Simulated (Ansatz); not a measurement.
Computed with Ansatz on PBE0-D4/def2-TZVP structures; ΔE is electronic, products minus reactants. CCSD(T)/CBS adds triple-zeta CCSD(T) − MP2 to the extrapolated MP2 energy (def2 sets, frozen cores). DFT in def2-TZVPP. B3LYP here is the variant with VWN-RPA as its local correlation; programs differ in this. For Br outer-core shells are correlated without core-valence functions, which leaves a few kJ/mol of doubt a bond. Scalar relativity is left out up to krypton. One conformer a species, not always the lowest.

`C[SiH2][SiH2]Br` + `C=C(O)[SiH3]` → `C=C([SiH3])OC` + `[SiH3][SiH2]Br`  (substitution at a C–Si bond)

**Question.** Is it downhill or uphill in electronic energy at CCSD(T)/CBS, and by how much? (An estimate is asked.)

**Answer.** Computed: Uphill: ΔE = +0.77 eV.

**Question.** What do these levels give: PBE-D4, B3LYP-D4, ωB97M-V, B2PLYP, PBE0, HF/def2-TZVPP, SCS-MP2/def2-TZVPP, CCSD/def2-TZVPP, CCSD(T)/def2-TZVPP, HF/def2-QZVPP, MP2/def2-QZVPP, CCSD/CBS(def2)? (Estimate.)

**Answer.** The calculation gave: PBE-D4 0.77, B3LYP-D4 0.71, ωB97M-V 0.77, B2PLYP 0.72, PBE0 0.77, HF/def2-TZVPP 0.63, SCS-MP2/def2-TZVPP 0.71, CCSD/def2-TZVPP 0.72, CCSD(T)/def2-TZVPP 0.72, HF/def2-QZVPP 0.63, MP2/def2-QZVPP 0.80, CCSD/CBS(def2) 0.77 eV.

Largest T1 diagnostic among the species: 0.013.

In def2-TZVPP, CCSD(T) changes the Hartree–Fock value by +0.09 eV (the triples alone add +0.00 eV) and MP2 by +0.14 eV.
